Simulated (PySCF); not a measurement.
B(Cl)(H)(SiH3) (BClH4Si), SMILES ClB[SiH3]. Atoms are numbered in the order given.

```xyz
7

B     -0.7583     0.1757     0.0000
Cl     0.1798     1.6514     0.0000
H     -1.9395     0.3160     0.0000
Si     0.1230    -1.6375     0.0000
H     -0.3247    -2.3917     1.1996
H     -0.3247    -2.3917    -1.1996
H      1.6023    -1.5601     0.0000
```
Charge 0, spin multiplicity 1.

Geometry: B3LYP-D3(BJ)/def2-TZVP.

These are B3LYP/pcJ-1 (PySCF) values and carry that method's errors.

Isotropic couplings with Fermi-contact, spin-dipole and both spin-orbit terms, one fixed conformer, no vibrational averaging. Isotopes: 11B, 1H, 29Si.

Task: Estimate the spin–spin coupling constants. (The exact figures need the calculation; the answer reports its results.)

Result: 
```csv
pair,bonds apart,J (Hz)
B1–H3,1,157.3
B1–Si4,1,-94.1
Si4–H5,1,-199.2
Si4–H6,1,-199.2
Si4–H7,1,-213.7
B1–H5,2,7.5
B1–H6,2,7.5
B1–H7,2,1.8
H3–Si4,2,-23.1
H5–H6,2,-7.2
H5–H7,2,2.2
H6–H7,2,2.2
H3–H5,3,-1.4
H3–H6,3,-1.4
H3–H7,3,9.3
```
